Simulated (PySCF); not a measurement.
## N⁺ (nitrogen, charge +1) across methods

[He] 2s2 2p1 3d1, one real determinant (an excited configuration). All numbers are calculated (PySCF 2.14, scalar relativity by spin-free X2C-1e, in x2c-TZVPPall with one added diffuse shell each of s, p, d type (6s4p3d1f, 40 functions)).

```
method  E (hartree)  mean ε 2s β (eV)  mean ε 2p α (eV)  mean ε 3d α (eV)  Σ⟨r²⟩ (bohr²)   ⟨S²⟩
 B3LYP     -53.2179           -40.629           -32.372            -3.869          17.16  2.001
   UHF    -53.02725           -45.375           -39.412            -4.879          17.35  2.004
   LDA     -52.7281           -38.795           -30.028            -3.247          17.08  2.000
 wB97X     -53.1936           -43.609           -35.134            -5.449          17.15  2.001
 TPSSh     -53.2239           -39.998           -31.799            -3.659          17.19  2.002
   PBE     -53.1515           -38.989           -30.258            -3.528          17.15  2.001
revPBE     -53.2140           -39.018           -30.250            -3.605          17.18  2.001
r2SCAN     -53.1739           -39.367           -31.224            -3.405          17.20  2.002
  PBE0     -53.1534           -40.924           -32.671            -3.961          17.18  2.001
```

⟨L²⟩ = 8.00 against 12 for a pure F term, so this real determinant mixes terms. The outer electron is Rydberg-like, and this basis confines it to a smaller radius and binds it less than a complete one would.
